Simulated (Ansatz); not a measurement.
BFH$_{5}$InSSi, SMILES `B[SiH](F)[S][InH2]`. The species carries charge 0 and has multiplicity 1. In takes the def2 core potential. The structure was optimised at the PBE0-D4/def2-TZVP level. It is one conformer, not always the lowest.

```xyz
10

B     0.676   -0.409    0.812
Si    1.371    0.568   -0.702
F     2.703    1.441   -0.633
S    -0.215    1.453    0.491
In   -1.878   -0.345    0.007
H     1.168   -0.506    1.892
H    -0.094   -1.350    0.532
H     1.016    0.430   -2.131
H    -1.864   -0.795   -1.633
H    -2.884   -0.487    1.365
```

Task: What is the dipole moment at B3LYP/def2-TZVPP? (Best estimate.)

Result: Computed: 2.79 D, with components (-2.28, -1.18, -1.11) D in this frame, pointing from negative to positive charge.

Task: And with PBE, r2SCAN, ωB97M-V? (An estimate is asked.)

Result: Ansatz gave: PBE 2.64 D, r2SCAN 2.72 D, ωB97M-V 2.82 D.

Task: Give the Mulliken charges with B3LYP, PBE, ωB97M-V in def2-TZVPP. (Estimate.)

Result: The calculation gave: 
```tsv
atom	B3LYP	PBE	ωB97M-V
B1	-0.17	-0.21	-0.31
Si2	0.48	0.43	0.44
F3	-0.31	-0.26	-0.29
S4	-0.34	-0.27	-0.27
In5	0.60	0.54	0.44
H6	0.06	0.04	0.11
H7	-0.04	-0.02	0.03
H8	-0.07	-0.06	-0.02
H9	-0.11	-0.10	-0.06
H10	-0.10	-0.09	-0.05
```

B3LYP here is the variant with VWN-RPA as its local correlation; programs differ in this.
